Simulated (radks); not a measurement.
Task: These are the eigenvalues of the occupied orbitals of an atom or ion with whole-number occupations (eV). All-electron calculation, Dirac Kohn-Sham, PBE, spin-unpolarised, spherical densities, point nucleus. Program: a radial shooting solver on a logarithmic mesh with Libxc functionals.

| orbital | eigenvalue |
|---|---|
| 1s1/2 | -81261.69 |
| 2s1/2 | -14817.84 |
| 2p1/2 | -14232.87 |
| 2p3/2 | -12396.12 |
| 3s1/2 | -3946.509 |
| 3p1/2 | -3684.178 |
| 3p3/2 | -3277.873 |
| 3d3/2 | -2843.767 |
| 3d5/2 | -2756.373 |
| 4s1/2 | -1296.602 |
| 4p1/2 | -1184.080 |
| 4p3/2 | -1082.454 |
| 4d3/2 | -898.0785 |
| 4d5/2 | -878.4880 |
| 4f5/2 | -641.1324 |
| 4f7/2 | -636.5111 |

Which element is it, and in what charge state? The configuration may be excited. Open shells, if any, are shared by 2j + 1.

Result: Z = 79, gold, charge +22: Au22+ in [Kr] 4d10 4f11. The list shows which subshells hold electrons but not how many an open one holds; the 1s level, -2986.3 hartree, gives Z - s = 77.3 by -(Z - s)^2/2, which with screening and relativity narrows Z to a few neighbours, and the depths of the outer levels then fix element, charge and occupations together.
